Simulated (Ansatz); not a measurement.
Relaxation of Cl₃H₄NSn (9 atoms, charge 0, multiplicity 1), to a largest force component of 0.03 eV/Å in at most 50 steps.

Level of theory: Ansatz, RKS PBE0-D4/def2-SVP.

```xyz
9
Properties=species:S:1:pos:R:3
Sn -0.974 0.798 -0.370
H -1.058 -0.880 -0.129
Cl -1.919 1.271 -2.451
Cl -2.213 1.923 1.252
Cl 1.122 1.814 -0.453
H 0.475 -1.784 0.602
N 1.426 -1.426 0.599
H 1.502 -0.667 1.272
H 1.640 -1.049 -0.321
```

Where does it end, and by what steps?

The forces met the threshold. The force dipped under the threshold on the way, but the program's further checks kept it going. After 19 steps the energy has fallen by 0.243 eV; Cl4 moved furthest, 1.21 Å.

```csv
step,energy less start (eV),largest force component (eV/Å),accepted
0,0.0000,0.292,yes
1,-0.0767,0.113,yes
2,-0.1059,0.142,yes
3,-0.1088,0.068,yes
4,-0.1102,0.030,yes
5,-0.1107,0.023,yes
6,-0.1131,0.091,yes
7,-0.1148,0.224,yes
8,-0.1185,0.216,yes
9,-0.1269,0.195,yes
10,-0.1392,0.198,yes
11,-0.1567,0.344,yes
12,-0.1755,0.340,yes
13,-0.2009,0.671,yes
14,-0.2346,0.065,yes
15,-0.2388,0.037,yes
16,-0.2403,0.161,yes
17,-0.2422,0.023,yes
18,-0.2422,0.032,no
19,-0.2425,0.015,yes
```

```xyz
9
Properties=species:S:1:pos:R:3
Sn -0.904 0.632 -0.719
H -1.175 -1.015 -1.015
Cl -2.453 1.877 -1.940
Cl -1.227 1.277 1.502
Cl 1.184 1.402 -1.426
H 0.750 -1.857 0.554
N 1.309 -1.157 1.030
H 0.732 -0.600 1.653
H 1.784 -0.559 0.361
```

Time of the run: 85 s on 2 threads of Arm Neoverse V1 (shared host), peak memory 0.3 GiB.
